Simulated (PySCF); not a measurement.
# Predicted spectroscopic data

[PySCF: geometry: GFN2-xTB; GIAO PBE0/pcSseg-1 shieldings; isolated molecule; rapidly exchanging positions averaged; single conformer; non-relativistic Hamiltonian]

Shifts are taken against calculated references (same method and geometry level): 1H (31.72 ppm) and 13C (186.93 ppm) against TMS. Where no couplings were computed, multiplicities follow the n + 1 count of equivalent neighbours, and m marks all less simple cases (inequivalent or close neighbours, rings, F or P nearby). Shifts are as computed. Against solution values, carbons near 30 ppm lie about +3 ppm off and those near 130 ppm about +5 ppm. Of 1211 compounds with measured shifts, 218 miss one by over three times the rms of a fit or turn the order of signals round; such compounds aren't used in these exercises.

Compound 1 (C6H9N). 1H NMR (600 MHz, computed): δ 2.29 (s, 3H), 1.88 (s, 3H), 1.84 (s, 3H). 13C{1H} NMR (computed): δ 163.9, 124.7, 109.8, 28.7, 22.0, 19.4. Structure: `C(C)(C)=C(C)C#N`.

Compound 2 (C6H9N). 1H NMR (600 MHz, computed): δ 7.78 (d, 1H), 7.35 (d, 1H), 6.24 (m, 2H), 5.59 (m, 2H), 5.30 (m, 2H), 3.97 (t, 1H). 13C{1H} NMR (computed): δ 155.2 (CH2), 149.7 (CH), 119.6 (CH2), 84.5 (CH). Structure: `C=NC(C=C)C=C`.
